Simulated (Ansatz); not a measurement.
Ansatz results at the PBE0-D4/def2-TZVP geometry: HOMO–LUMO gap (PBE0/def2-TZVPP) 8.25 eV; HOMO–LUMO gap (PBE/def2-TZVPP) 6.20 eV; LUMO energy (B3LYP/def2-TZVPP) 0.57 eV.

Each molecule was computed in one conformer, which needn't be the lowest.

Question: Which molecule gave them?
A. `CNB(C)C`
B. `CBN(C)C`
C. `CCBCN`
D. `BN=C=O`

Answer: A. The others give `BN=C=O`: 6.45, 4.13, -2.16; `CBN(C)C`: 7.85, 5.67, 0.46; `CCBCN`: 6.06, 3.56, -0.88.

B3LYP here is the variant with VWN-RPA as its local correlation; programs differ in this.
